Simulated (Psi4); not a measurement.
AlClF₂ (SMILES [F][Al]([F])[Cl]), singlet, at a GFN2-xTB geometry (such geometries of metal compounds can be far from the true shape); MP2/def2-SVP in Psi4.

The Psi4 input:
```
memory 2 GB

molecule {
0 1
  Al   -0.28553981    0.17607883   -0.15733185
  F    -1.76738816   -0.50280871   -0.36624156
  F    -0.20323799    1.71800017   -0.71956939
  Cl    1.26162664   -0.77798517    0.69515369
}

set basis def2-svp
set freeze_core true

energy('mp2')
print_variables()
```

The log (banner, timings and long lists left out):

```
    SCF Algorithm Type (re)set to DF.

   => Loading Basis Set <=

    Name: DEF2-SVP
    Role: ORBITAL
    Keyword: BASIS

         ---------------------------------------------------------
                                   SCF
               by Justin Turney, Rob Parrish, Andy Simmonett
                          and Daniel G. A. Smith
                              RHF Reference
         ---------------------------------------------------------

  ==> Geometry <==

    Molecular point group: c1
    Full point group: C1

    Geometry (in Angstrom), charge = 0, multiplicity = 1:

       Center              X                  Y                   Z               Mass
    ------------   -----------------  -----------------  -----------------  -----------------
         AL          -0.275280219161     0.169752227254    -0.151678839247    26.981538530000
         F           -1.757128569161    -0.509135312746    -0.360588549247    18.998403162730
         F           -0.192978399161     1.711673567254    -0.713916379247    18.998403162730
         CL           1.271886230839    -0.784311772746     0.700806700753    34.968852682000

  Running in c1 symmetry.

  Rotational constants: A =      0.23651  B =      0.10567  C =      0.07304 [cm^-1]
  Rotational constants: A =   7090.42209  B =   3168.00725  C =   2189.66353 [MHz]
  Nuclear repulsion =  199.519197308979614

  Charge       = 0
  Multiplicity = 1
  Electrons    = 48
  Nalpha       = 24
  Nbeta        = 24

  ==> Algorithm <==

  SCF Algorithm Type is DF.
  DIIS enabled.
  MOM disabled.
  Fractional occupation disabled.
  Guess Type is SAD.
  Energy threshold   = 1.00e-08
  Density threshold  = 1.00e-08
  Integral threshold = 1.00e-12

  ==> Primary Basis <==

  Basis Set: DEF2-SVP
    Blend: DEF2-SVP
    Number of shells: 28
    Number of basis functions: 64
    Number of Cartesian functions: 68
    Spherical Harmonics?: true
    Max angular momentum: 2

   => Loading Basis Set <=

    Name: (DEF2-SVP AUX)
    Role: JKFIT
    Keyword: DF_BASIS_SCF

  ==> Integral Setup <==

  SCF_SUBTYPE=INCORE selected. In-core MEM_DF algorithm will be used.
  Using in-core AOs.

  ==> MemDFJK: Density-Fitted J/K Matrices <==

    J tasked:                   Yes
    K tasked:                   Yes
    wK tasked:                   No
    Algorithm:                 Core
    Schwarz Cutoff:           1E-12
    Mask sparsity (%):       5.7617
    Fitting Condition:        1E-10

   => Auxiliary Basis Set <=

  Basis Set: (DEF2-SVP AUX)
    Blend: DEF2-UNIVERSAL-JKFIT
    Number of shells: 126
    Number of basis functions: 410
    Number of Cartesian functions: 496
    Spherical Harmonics?: true
    Max angular momentum: 4

  Minimum eigenvalue in the overlap matrix is 3.2122432683E-02.
  Reciprocal condition number of the overlap matrix is 9.9323390980E-03.
    Using symmetric orthogonalization.

  ==> Pre-Iterations <==

  SCF Guess: Superposition of Atomic Densities via on-the-fly atomic UHF (no occupation information).

   -------------------------
    Irrep   Nso     Nmo
   -------------------------
     A         64      64
   -------------------------
    Total      64      64
   -------------------------

  ==> Iterations <==

                           Total Energy        Delta E     RMS |[F,P]|

   @DF-RHF iter SAD:  -899.04707979002910   -8.99047e+02   0.00000e+00
   @DF-RHF iter   1:  -900.04576139313599   -9.98682e-01   7.77648e-03 ADIIS/DIIS
   @DF-RHF iter   2:  -900.10292721084420   -5.71658e-02   5.13539e-03 ADIIS/DIIS
   @DF-RHF iter   3:  -900.13566685434387   -3.27396e-02   2.26671e-04 ADIIS/DIIS
   @DF-RHF iter   4:  -900.13581674031627   -1.49886e-04   7.53149e-05 DIIS
   @DF-RHF iter   5:  -900.13583242498510   -1.56847e-05   1.59729e-05 DIIS
   @DF-RHF iter   6:  -900.13583385254412   -1.42756e-06   3.55936e-06 DIIS
   @DF-RHF iter   7:  -900.13583392015857   -6.76145e-08   5.88283e-07 DIIS
   @DF-RHF iter   8:  -900.13583392132864   -1.17006e-09   9.73620e-08 DIIS
   @DF-RHF iter   9:  -900.13583392136798   -3.93356e-11   2.34419e-08 DIIS
   @DF-RHF iter  10:  -900.13583392137127   -3.29692e-12   4.24417e-09 DIIS
  Energy and wave function converged.

  ==> Post-Iterations <==

    Orbital Energies [Eh]
    ---------------------

    Doubly Occupied:

       1A   -104.813959     2A    -58.545634     3A    -26.265937
       4A    -26.265905     5A    -10.579364     6A     -8.053733
       7A     -8.051517     8A     -8.051336     9A     -4.976094
      10A     -3.296547    11A     -3.295389    12A     -3.294868
      13A     -1.536374    14A     -1.526267    15A     -1.117094
      16A     -0.710520    17A     -0.672934    18A     -0.657264
      19A     -0.650891    20A     -0.635014    21A     -0.627345
      22A     -0.568723    23A     -0.505569    24A     -0.500655

    Virtual:

      25A      0.066347    26A      0.092143    27A      0.193845
      28A      0.220545    29A      0.278215    30A      0.411293
      31A      0.477411    32A      0.526542    33A      0.579457
      34A      0.633075    35A      0.697928    36A      0.770695
      37A      0.819440    38A      0.940740    39A      1.017543
      40A      1.028869    41A      1.072653    42A      1.120684
      43A      1.222585    44A      1.226890    45A      1.286504
      46A      1.539808    47A      1.543734    48A      1.546694
      49A      1.584162    50A      1.597481    51A      1.612886
      52A      1.722277    53A      1.928605    54A      2.146184
      55A      3.455280    56A      3.458039    57A      3.461251
      58A      3.472997    59A      3.478335    60A      3.540364
      61A      3.554689    62A      3.683502    63A      3.770336
      64A      3.987342

    Final Occupation by Irrep:
              A
    DOCC [    24 ]
    NA   [    24 ]
    NB   [    24 ]

  @DF-RHF Final Energy:  -900.13583392137127

   => Energetics <=

    Nuclear Repulsion Energy =            199.5191973089796136
    One-Electron Energy =               -1648.9122036067833506
    Two-Electron Energy =                 549.2571723764325498
    Total Energy =                       -900.1358339213712725

Computation Completed

Properties will be evaluated at   0.000000,   0.000000,   0.000000 [a0]

Properties computed using the SCF density matrix

 Multipole Moments:

 ------------------------------------------------------------------------------------
     Multipole            Electronic (a.u.)      Nuclear  (a.u.)        Total (a.u.)
 ------------------------------------------------------------------------------------

 L = 1.  Multiply by 2.5417464519 to convert [e a0] to [Debye]
 Dipole X            :         -0.5599549            0.9306152            0.3706603
 Dipole Y            :          0.3452976           -0.5738662           -0.2285686
 Dipole Z            :         -0.3085340            0.5127671            0.2042330
 Magnitude           :                                                    0.4809821

 ------------------------------------------------------------------------------------

  //>>>>>>>>>>>>>>>>>>>>>>>>>>>>>>>>>>>//
  //               DFMP2               //
  //<<<<<<<<<<<<<<<<<<<<<<<<<<<<<<<<<<<//

   => Loading Basis Set <=

    Name: (DEF2-SVP AUX)
    Role: RIFIT
    Keyword: DF_BASIS_MP2

	 --------------------------------------------------------
	                          DF-MP2
	      2nd-Order Density-Fitted Moller-Plesset Theory

	        Rob Parrish, Justin Turney, Andy Simmonett,
	           Ed Hohenstein, and C. David Sherrill
	 --------------------------------------------------------

   => Auxiliary Basis Set <=

  Basis Set: (DEF2-SVP AUX)
    Blend: DEF2-SVP-RI
    Number of shells: 72
    Number of basis functions: 220
    Number of Cartesian functions: 256
    Spherical Harmonics?: true
    Max angular momentum: 3

	 --------------------------------------------------------
	                 NBF =    64, NAUX =   220
	 --------------------------------------------------------
	   CLASS    FOCC     OCC    AOCC    AVIR     VIR    FVIR
	   PAIRS      12      24      12      40      40       0
	 --------------------------------------------------------

	-----------------------------------------------------------
	 ==================> DF-MP2 Energies <====================
	-----------------------------------------------------------
	 Reference Energy          =    -900.1358339213712725 [Eh]
	 Singles Energy            =      -0.0000000000000000 [Eh]
	 Same-Spin Energy          =      -0.1548641248749500 [Eh]
	 Opposite-Spin Energy      =      -0.4050648276229463 [Eh]
	 Correlation Energy        =      -0.5599289524978963 [Eh]
	 Total Energy              =    -900.6957628738691710 [Eh]
	-----------------------------------------------------------
	 ================> DF-SCS-MP2 Energies <==================
	-----------------------------------------------------------
	 SCS Same-Spin Scale       =       0.3333333333333333 [-]
	 SCS Opposite-Spin Scale   =       1.2000000000000000 [-]
	 SCS Same-Spin Energy      =      -0.0516213749583167 [Eh]
	 SCS Opposite-Spin Energy  =      -0.4860777931475355 [Eh]
	 SCS Correlation Energy    =      -0.5376991681058522 [Eh]
	 SCS Total Energy          =    -900.6735330894771323 [Eh]
	-----------------------------------------------------------

  Variable Map:
  ----------------------------------------------------------------------------
  "CURRENT CORRELATION ENERGY"           =>      -0.559928952498
  "CURRENT ENERGY"                       =>    -900.695762873869
  "CURRENT REFERENCE ENERGY"             =>    -900.135833921371
  "CUSTOM SCS-MP2 CORRELATION ENERGY"    =>      -0.537699168106
  "CUSTOM SCS-MP2 TOTAL ENERGY"          =>    -900.673533089477
  "DD SOLVATION ENERGY"                  =>       0.000000000000
  "HF KINETIC ENERGY"                    =>     899.832431911199
  "HF POTENTIAL ENERGY"                  =>   -1799.968265832570
  "HF TOTAL ENERGY"                      =>    -900.135833921371
  "HF VIRIAL RATIO"                      =>       2.000337176122
  "MP2 CORRELATION ENERGY"               =>      -0.559928952498
  "MP2 DOUBLES ENERGY"                   =>      -0.559928952498
  "MP2 OPPOSITE-SPIN CORRELATION ENERGY" =>      -0.405064827623
  "MP2 SAME-SPIN CORRELATION ENERGY"     =>      -0.154864124875
  "MP2 SINGLES ENERGY"                   =>      -0.000000000000
  "MP2 TOTAL ENERGY"                     =>    -900.695762873869
  "NUCLEAR REPULSION ENERGY"             =>     199.519197308980
  "ONE-ELECTRON ENERGY"                  =>   -1648.912203606783
  "PCM POLARIZATION ENERGY"              =>       0.000000000000
  "PE ENERGY"                            =>       0.000000000000
  "SCF ITERATION ENERGY"                 =>    -900.135833921371
  "SCF ITERATIONS"                       =>      10.000000000000
  "SCF TOTAL ENERGY"                     =>    -900.135833921371
  "SCS-MP2 CORRELATION ENERGY"           =>      -0.537699168106
  "SCS-MP2 TOTAL ENERGY"                 =>    -900.673533089477
  "TWO-ELECTRON ENERGY"                  =>     549.257172376433

  Array Variable Map:
  ----------------------------------------------------------------------------
  "CURRENT DIPOLE"                       =>       0.370660271457 ... 0.204233028400 1 by 3
  "SCF DIPOLE"                           =>       0.370660271457 ... 0.204233028400 1 by 3
  "SCF TOTAL ENERGIES"                   =>    -899.047079790029 ... -900.135833921371 1 by 11
```
